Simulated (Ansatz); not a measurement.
Reaction (silylene formation by 1,1-elimination): `C[SiH2][B](C)[AlH2]` → `C[BH][AlH2]` + `C[SiH]`

Program: Ansatz. Geometries: PBE0-D4/def2-TZVP. ΔE: electronic, gas phase. CCSD(T)/CBS adds triple-zeta CCSD(T) − MP2 to the extrapolated MP2 energy (def2 sets, frozen cores). This one scheme is used for every species. DFT in def2-TZVPP. Each species was taken in one conformer, which may not be the lowest.

CCSD(T)/CBS gives +2.31 eV.

Q: Another level gave +2.26 eV. Which?
A. PBE0/def2-TZVPP
B. SCS-MP2/def2-TZVPP
C. PBE/def2-TZVPP
D. CCSD/def2-TZVPP

A: B. SCS-MP2/def2-TZVPP 2.26, CCSD/def2-TZVPP 2.19, PBE 2.30, PBE0 2.37 eV.

Largest T1 diagnostic among the species: 0.012.

From PBE to PBE0 (25 % exact exchange), in def2-TZVPP and without D4, ΔE moves by +0.07 eV. In def2-TZVPP, CCSD(T) changes the Hartree–Fock value by +0.27 eV (the triples alone add +0.06 eV) and MP2 by +0.41 eV. The D4 term adds +0.19 eV with B3LYP and +0.11 eV with PBE0; it sums over pairs of atoms, weighted by their polarisabilities, and B3LYP, whose exchange is more repulsive, gets the larger term.

B3LYP here is the variant with VWN-RPA as its local correlation; programs differ in this.
